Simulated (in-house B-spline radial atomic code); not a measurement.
Results of a calculation; reference values are marked as such.
# Two electrons in Ge: a spherical dot of radius 59.8 nm with hard walls with an ionised donor at its centre

For Ge the NSM archive of the Ioffe Institute lists m_l = 1.6 m0, m_t = 0.08 m0 and ε = 16.2; the model takes one isotropic valley with the conductivity mass 3/(1/m_l + 2/m_t) = 0.117 m0, and so misses anisotropy and the other valleys. All triplets below are those of one valley; with several valleys two electrons can form a triplet in the 1s orbital itself, at an energy set by the valley splitting. Real donors also feel a central-cell potential, which shifts the ground state.

Effective-mass model with parabolic bands, a uniform dielectric constant, no image charges, no central-cell or spin-orbit terms. Two-electron levels come from full CI in B-splines with partial waves to l = 5 (up to 0.001 effective hartree above the limit).

(1) What are the effective units, and what is the potential in them?

In these units the lowest s and p orbitals lie at -0.499981 and -0.106330, and their Coulomb and exchange integrals are J_ss = 0.625232, J_sp = 0.292467 and K_sp = 0.02602. Full CI gives -0.519324 for the ground singlet, -0.367480 for the sp triplet, -0.347730 for the sp singlet and -0.366922 for the lowest triplet of two s orbitals.

(2) What does it cost to add the second electron, to first order and exactly?

(3) How far above the singlet do the triplets lie?

Answers

(1) Ha* = 27211.386 meV × 0.117/16.2² = 12.13 meV and a* = 0.0529177 nm × 16.2/0.117 = 7.327 nm. The radius is R = 8.16 a*, with −1/r added.

(2) To first order E = 2ε_s + J_ss = -0.374731, so the charging energy E(2) − 2E(1) is J_ss = 7.585 meV. CI gives -0.519324 − 2 × (-0.499981) = 0.480638, or 5.831 meV: relaxation and correlation lower it by 1.754 meV, 23.1 % of J_ss. The s² configuration of one-electron orbitals holds 72.1 % of the state, and the mean radius is 16.8 nm.

(3) To first order the sp triplet lies at ε_s + ε_p + J_sp − K_sp = -0.339860, which is 0.423 meV above 2ε_s + J_ss. CI gives -0.367480 − (-0.519324) = 0.151844, or 1.842 meV, 39 % of the orbital spacing of 4.775 meV. The ss triplet lies 1.849 meV up, so the lower of the two is the sp one, and its gap equals k_BT at 21.4 K. The sp singlet-triplet splitting is 0.2396 meV, against 2K_sp = 0.6312 meV.
